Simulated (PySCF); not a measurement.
**SMILES [C@H]1(CF)C=C(F)C1, C5H6F2**

Geometry:
```tsv
atom	x (Å)	y (Å)	z (Å)
F1	-2.147	-1.200	0.616
C2	-1.575	0.019	0.351
C3	-0.328	-0.156	-0.503
C4	-0.519	-0.124	-2.008
C5	0.220	0.969	-2.129
F6	0.611	1.719	-3.161
C7	0.531	1.132	-0.674
H8	-1.322	0.456	1.324
H9	-2.333	0.628	-0.151
H10	0.233	-1.019	-0.140
H11	-1.052	-0.768	-2.678
H12	1.580	1.030	-0.402
H13	0.119	2.024	-0.206
```

Method: GIAO HF/pcSseg-1 magnetisability, rotational g tensor and spin-rotation constants, non-relativistic, gas phase (PySCF 2.14.0). Geometry: GFN2-xTB, dihedral held. The dihedral F1–C2–C3–C4 is held at 90°.

Question: Give the nuclear spin-rotation constants along the inertial axes (H = +C I·J) beside the isotropic shieldings.

Answer: Rotational constants 8.4074, 1.3242, 1.2264 GHz. A star marks the isotopologue with that one atom substituted, in its own axes.
```
atom  isotope  Caa (kHz)  Cbb (kHz)  Ccc (kHz)  mean (kHz)  σ (ppm)
  F1      19F      1.278      0.455      0.011       0.581    442.9
  F6      19F      7.354      1.890      0.610       3.285    308.5
  H8       1H     -0.764      0.059     -0.123      -0.276     27.5
  H9       1H     -0.836     -0.113      0.039      -0.303     27.9
 H10       1H     -0.740     -0.149      0.024      -0.289     29.4
 H11       1H     -0.907      0.110     -0.142      -0.313     26.8
 H12       1H     -0.848     -0.066     -0.038      -0.317     29.2
 H13       1H     -0.953     -0.084     -0.025      -0.354     30.1
  C2     13C*      1.681      0.321      0.290       0.764    110.9
  C3     13C*      1.449      0.211      0.136       0.599    164.2
  C4     13C*      2.838      0.444      0.203       1.162     77.4
  C5     13C*      3.557      0.515      0.293       1.455     30.1
  C7     13C*      1.090      0.210      0.205       0.502    160.8
```
For the geometry as given, no vibrational averaging.
